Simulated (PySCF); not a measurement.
FGeH4NO2, SMILES [NH2][Ge]([OH])([OH])[F].

Geometry: PBE0-D3(BJ)/def2-SVP. The structure was generated by enumeration, and PubChem lists no compound with its InChIKey, so it may never have been made. One conformer was computed; it need not be the lowest.

Calculation: PBE0-D3(BJ)/def2-SVP (PySCF).

Frequencies are harmonic and unscaled.

```
mode  ν (cm⁻¹)  IR (km/mol)   moving atoms (share of kinetic energy)
----  --------  -----------  ---------------------------------------
1          119          3.7                    H 65 %, O 20 %, N 8 %
2          149         60.1                            H 77 %, F 9 %
3          181         27.7           O 36 %, H 32 %, N 16 %, F 15 %
4          232          7.0  H 35 %, N 20 %, Ge 19 %, O 16 %, F 11 %
5          259         28.1  O 24 %, F 23 %, Ge 22 %, H 16 %, N 15 %
6          262         28.5          F 31 %, O 30 %, Ge 19 %, H 16 %
7          297         34.3                           H 46 %, O 40 %
8          309        184.3                           H 54 %, O 34 %
9          518        192.8                           H 70 %, N 28 %
10         703         15.3                   F 41 %, O 35 %, N 17 %
11         740         79.9          F 37 %, Ge 21 %, N 19 %, O 18 %
12         766        137.8                          O 72 %, Ge 22 %
13         776         94.7           O 38 %, N 30 %, Ge 22 %, H 9 %
14         883          7.6                                   H 87 %
15         902        100.5                                   H 87 %
16         917        121.4                           H 87 %, O 10 %
17        1539         34.4                            H 91 %, N 9 %
18        3589         33.2                                   H 96 %
19        3693         46.0                            H 91 %, N 9 %
20        3895         98.3                                   H 94 %
21        3906         91.4                                   H 94 %
```
